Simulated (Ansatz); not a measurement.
`[SiH3]C=S` + `C=CC(F)(F)Cl` → `F[SiH2]C=S` + `C=CC(F)Cl`  (formal exchange of groups at the Si–H bond)

Gas-phase electronic energies from Ansatz, PBE0-D4/def2-TZVP geometries. CBS: MP2 limit from def2 TZ/QZ plus the TZ coupled-cluster correction, frozen cores. One conformer a species, not always the lowest.

```csv
species,CCSD(T)/CBS(def2) energy (Eh)
`[SiH3]C=S`,-727.26865
`C=CC(F)(F)Cl`,-775.29546
`F[SiH2]C=S`,-826.53208
`C=CC(F)Cl`,-676.10309
```

Question: Work out ΔE.

Answer: ΔE = (-826.53208) + (-676.10309) − (-727.26865) − (-775.29546) = -0.07106 Eh = -186.6 kJ/mol.

Largest T1 diagnostic among the species: 0.015.

At CCSD(T), def2-SVP lies +40.6 kJ/mol from the extrapolated value and def2-TZVPP +6.2 kJ/mol. From r2SCAN to r2SCAN0 (25 % exact exchange), in def2-TZVPP and without D4, ΔE moves by −4.3 kJ/mol. Leaving LDA and LC-ωPBE aside and taking each functional with its dispersion term where it has one, the values, not all of them listed here, spread over 20.2 kJ/mol, from BHLYP-D4 to revPBE-D4. LDA lies +9.7 kJ/mol from PBE without D4.
